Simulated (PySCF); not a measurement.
Species: Cu(AsH3)Cl (singlet state).
Cartesian coordinates in Å at the PBE0-D3(BJ)/def2-SVP level; atoms count from 1:
```
atom  x, y, z in Å
Cu1    0.0019    0.0109   -1.5392
As2    0.0032   -0.0118    0.7308
H3     0.8258   -1.0337    1.4789
H4    -1.2924   -0.2207    1.4779
H5     0.4710    1.2075    1.4890
Cl6   -0.0095    0.0477   -3.6374
```

Computed, not measured: PBE0-D3(BJ)/def2-SVP geometry optimisation, gas phase (PySCF 2.14.0).

Take the most abundant isotopes and a rigid rotor. 

(1) What are A, B and C (MHz)?

(2) What kind of rotor is it?

(3) Where do the R-branch lines fall?

(4) Estimate the classical rotational partition function at 50 K and 200 K.

## Answers

(1) Ia = 5.19, Ib = 506.58, Ic = 506.58 u·Å²; 505379 MHz·u·Å²/I gives A = 97322, B = 997.6, C = 997.6 MHz.

(2) A prolate symmetric top, as the point group C3v requires two equal moments: κ = (2 × 997.6 − 97322 − 997.6)/(97322 − 997.6) = -1.00.

(3) The dipole of 7.78 D lies along the symmetry axis, so ΔK = 0 and J+1 ← J falls at 2B(J+1) for every K: 2.00 GHz, 3.99 GHz, 5.99 GHz, 7.98 GHz, 9.98 GHz for J = 0 to 4.

(4) Point group C3v, symmetry number σ = 3; q = (√π/σ)·√((kT/h)³/(ABC)), k/h = 20836.6 MHz/K: 2020 at 50 K, 16100 at 200 K.

Stationary, but not proved a minimum. No vibrational averaging or centrifugal distortion is included, and the geometry carries the error of its method.

The run took 18 s wall on one thread of an Arm Neoverse V2 (shared host). This is the geometry optimisation.
